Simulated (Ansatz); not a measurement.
Born–Oppenheimer molecular dynamics of CH₂BFN (6 atoms, charge -1, multiplicity 1). It starts at the highest image of a converged band. Of that band: Neighbouring images differ by up to 1.7 eV, so the band resolves the path poorly. A vibrational analysis at the climbing image gives one clearly imaginary mode, 1209i cm⁻¹: a first-order saddle point.

Theory: Ansatz, RKS B3LYP/def2-SVP.

| Item | Value |
| --- | --- |
| ensemble | NVE (velocity Verlet) |
| time step | 0.5 fs |
| steps asked | 200 |
| starting velocities drawn for | 300 K |
| seed | 6893 |

First frame:

```xyz
6
Properties=species:S:1:pos:R:3
C 0.156 1.024 -1.072
N 0.181 0.138 -0.140
B 0.669 -0.861 0.801
F 0.210 -2.126 0.468
H -0.782 1.635 -0.986
H -0.434 0.191 0.929
```

What does the run give?

All steps were run.

```
steps done                                               : 200
time covered                                             : 100 fs
mean temperature over the second half                    : 509 K
spread of the potential energy over the second half      : 17.2 meV per atom
mean potential energy of the second half above the start : -18.0 meV per atom
```

The conserved energy stayed within 0.077 meV per atom of its start (net change 0.069 meV per atom), so the integration is sound. The system heated up, since it started high on the potential surface and ran downhill. A run of 0.1 ps of so small a system gives no equilibrium averages. The orbitals stay closed-shell, which can raise the energy where a bond breaks towards radicals; this wasn't checked here. Limits of this set-up: an anion without diffuse functions, the dipole of an ion depends on the origin.

What happens to the structure?

The step under study would form N2–H6 and break B3–H6. These pairs go: N2–H6 1.23 → 1.03 Å, B3–H6 1.53 → 2.17 Å. In the last frame they stand as after the step (other bonds may differ from the relaxed reactants and products). It ends as one piece, CH2BFN (total charge -1). Pairs count as bonded within 1.25 times the sum of covalent radii (0.12 Å more for H–H). The details hang on the random start.

How do temperature and energy run in time?


```tsv
time (fs)	T (K)	potential energy less start (eV)	conserved less start (meV/atom)
0.0	300	0.000	0.00
8.0	144	0.081	0.04
16.0	283	0.009	0.02
24.0	395	-0.049	0.03
32.0	799	-0.258	-0.01
40.0	730	-0.222	0.03
48.0	815	-0.266	0.00
56.0	585	-0.147	0.04
64.0	371	-0.036	0.00
72.0	206	0.049	0.03
80.0	395	-0.049	0.02
88.0	728	-0.221	0.03
96.0	703	-0.208	0.00
```

Run time: 5.5 min on 1 thread of Arm Neoverse V1, with other jobs on the host, peak memory 0.11 GiB.
